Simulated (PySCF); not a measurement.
AlFH4O2SSi, SMILES [OH][Al]([OH])[S][SiH2]F.

The structure is a stationary point at B3LYP-D3(BJ)/def2-SVP. The structure was generated by enumeration; whether it is a known compound was not checked. One conformer was computed; it need not be the lowest.

Two levels are set side by side: PBE/def2-TZVP (PySCF) and M06-2X/def2-TZVP (PySCF). Same geometry, gas phase. Differences are taken from unrounded values.

```json
[
 {"quantity": "orbital gap (eV)", "M06-2X": "8.58"},
 {"quantity": "highest occupied level (eV)", "M06-2X": "-8.86"},
 {"quantity": "lowest empty level (eV)", "M06-2X": "-0.29"},
 {"quantity": "dipole moment (D)", "M06-2X": "2.39"},
 {"quantity": "mean polarisability (bohr³)", "M06-2X": "68.5"}
]
```

What does PBE give, and how far is it from M06-2X? (Estimate from the structure and the level; the computed values follow.)


```json
[
 {"quantity": "orbital gap (eV)", "PBE": "4.52", "PBE minus M06-2X": "-4.06"},
 {"quantity": "highest occupied level (eV)", "PBE": "-6.48", "PBE minus M06-2X": "2.38"},
 {"quantity": "lowest empty level (eV)", "PBE": "-1.96", "PBE minus M06-2X": "-1.67"},
 {"quantity": "dipole moment (D)", "PBE": "2.09", "PBE minus M06-2X": "-0.30"},
 {"quantity": "mean polarisability (bohr³)", "PBE": "73.5", "PBE minus M06-2X": "5.0"}
]
```

Without exact exchange PBE keeps part of each electron's self-repulsion, which lifts occupied levels and narrows the gap. PBE's more diffuse valence density responds more strongly to a field. Differences between two approximate levels are no errors against the true value.

Rough cost on one machine, each run with all the roots and properties that it gave: M06-2X against PBE about 3 times.
